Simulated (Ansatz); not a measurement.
Basis sets compared for (CdO)6 prism (Cd₆O₆). Charge 0, multiplicity 1. Geometry PBE0-D4/def2-SVP. Ansatz on 4 threads of Arm Neoverse V1 on a shared host; times are rough, and most runs start from earlier orbitals.

Cartesian coordinates in Å:
```
Cd -0.601 -1.397 -1.671
O 0.156 -2.489 -0.044
Cd -0.424 -1.444 1.683
O -1.420 0.375 2.012
Cd -1.974 1.100 0.121
O -1.623 0.429 -1.839
Cd 0.424 1.444 -1.683
O 1.420 -0.375 -2.012
Cd 1.974 -1.099 -0.121
O 1.623 -0.429 1.839
Cd 0.601 1.397 1.671
O -0.156 2.488 0.044
```

In the def2 sets Cd takes a core potential; there is no spin–orbit coupling.

Binding counts from free atoms (Cd singlet, O triplet) in the same basis, without a counterpoise term.

```
           level  functions  energy (Eh)  HOMO (eV)  LUMO (eV)  binding per atom (eV)  wall time
 PBE-D4/def2-SVP        270   -1456.9939      -5.35      -4.06                   2.33      8.5 s
PBE0-D4/def2-SVP        270   -1456.8799      -6.58      -3.19                   2.10       18 s
```

(1) Estimate the rows for PBE-D4/def2-TZVP, PBE0-D4/def2-TZVP.

Answers

(1) 
```json
{"level": "PBE-D4/def2-TZVP", "functions": "426", "energy (Eh)": "-1457.7755", "HOMO (eV)": "-5.45", "LUMO (eV)": "-4.13", "binding per atom (eV)": "2.23", "wall time": "13 s"}
{"level": "PBE0-D4/def2-TZVP", "functions": "426", "energy (Eh)": "-1457.6520", "HOMO (eV)": "-6.66", "LUMO (eV)": "-3.26", "binding per atom (eV)": "2.02", "wall time": "38 s"}
```
